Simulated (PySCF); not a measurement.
Compound: C₄H₁₀N₂SSi₂.
SMILES with atom numbers: `[CH3:1][N:2]1[CH2:3][CH2:4][SiH2:5][S:6][Si@@H:7]1[C:8]#[N:9]`

Probes without a nucleus sit at each ring's centroid and 1 Å off its mean plane on both sides; NICS is minus the shielding there, NICSzz its component along the normal. Level: GIAO PBE0/pcSseg-1 (PySCF, non-relativistic, gas phase) on the GFN2-xTB geometry, one conformer.

Ring bond lengths (Å), with Mayer bond orders in brackets: N2–C3 1.448 (0.95), C3–C4 1.536 (1.02), C4–Si5 1.905 (0.90), Si5–S6 2.159 (0.91), S6–Si7 2.162 (1.02), Si7–N2 1.716 (1.00).

Q: What do the NICS probes read (ppm)?

A: 
```csv
ring,type,NICS(0),"NICS(1), two faces","NICS(1)zz, two faces",rms pucker (Å),"centre to ring atoms, mean (Å)"
N2–C3–C4–Si5–S6–Si7,"6-membered ring with N, S and 2 Si; formal bonds all single",-1.9,-1.2 / -1.6,3.1 / 6.3,0.26,1.75
```

Q: What can be read from them?

A: 
- N2–C3–C4–Si5–S6–Si7: mean NICS(1)zz 4.7 ppm, deshielded. C3, C4, Si5, Si7 have four or more neighbours; no verdict on aromaticity is drawn. The two faces differ by 3.2 ppm, so no symmetry operation interchanges them.

Q: At the first NICS(1) probe listed for ring N2–C3–C4–Si5–S6–Si7, 1 Å off the ring, how large is the induced field along the normal in 7.05 T applied along it?

A: NICSzz × B0 = 3.1 ppm × 7.05 T = 22 μT, along the applied field.
